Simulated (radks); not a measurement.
Values are calculated unless marked as measured or tabulated.
The xenon ion Xe+ inside a hard spherical wall (all orbitals vanish at R), configuration held at [Kr] 4d10 5s2 5p5 and not refilled when levels cross. Level of theory: scalar-relativistic Kohn-Sham, LDA (Slater exchange, VWN5 correlation), spin-polarised, spherical densities, finite nucleus; open shells are filled with parallel spins first (spin-orbit coupling, left out, can overturn this in heavy ions); Fermi nuclear charge, rms radius 4.7859 fm (a radial shooting solver on a logarithmic mesh with Libxc functionals). Eigenvalues in eV for spin up, with the zero of energy where the potential of the charges vanishes at infinity; a dash marks a level that is unbound or too diffuse for the functional's potential to be trusted. A positive occupied level is held by the wall or, in an anion where self-interaction has pushed it up, behind a barrier. The pressure on the wall is -dE/dV.

| R (bohr) | E (hartree) | kinetic (hartree) | e(4p) | e(4d) | e(5s) | e(5p) | e(6s, empty) | e(5d, empty) | pressure (GPa) |
|---|---|---|---|---|---|---|---|---|---|
| free | -7440.65996 | 7822.109 | -151.13 | -69.551 | -29.617 | -17.462 | -5.503 | -4.421 | 0 |
| 20 | -7440.65996 | 7822.109 | -151.13 | -69.551 | -29.617 | -17.462 | -5.503 | -4.421 | < 0.0001 |
| 15 | -7440.65996 | 7822.109 | -151.13 | -69.551 | -29.617 | -17.462 | -5.502 | -4.420 | < 0.0001 |
| 10 | -7440.65996 | 7822.109 | -151.13 | -69.551 | -29.616 | -17.461 | -5.428 | -4.388 | < 0.0001 |
| 5 | -7440.62013 | 7822.446 | -150.12 | -68.561 | -28.849 | -16.623 | 1.714 | -1.507 | 7.07 |
| 4 | -7440.39628 | 7823.844 | -147.09 | -65.604 | -26.504 | -13.816 | 14.775 | 3.976 | 72.8 |
| 1.5 | -7383.21676 | 8018.655 | -37.596 | 47.238 | 195.92 | 237.68 | 629.32 | 299.93 | 175000 |
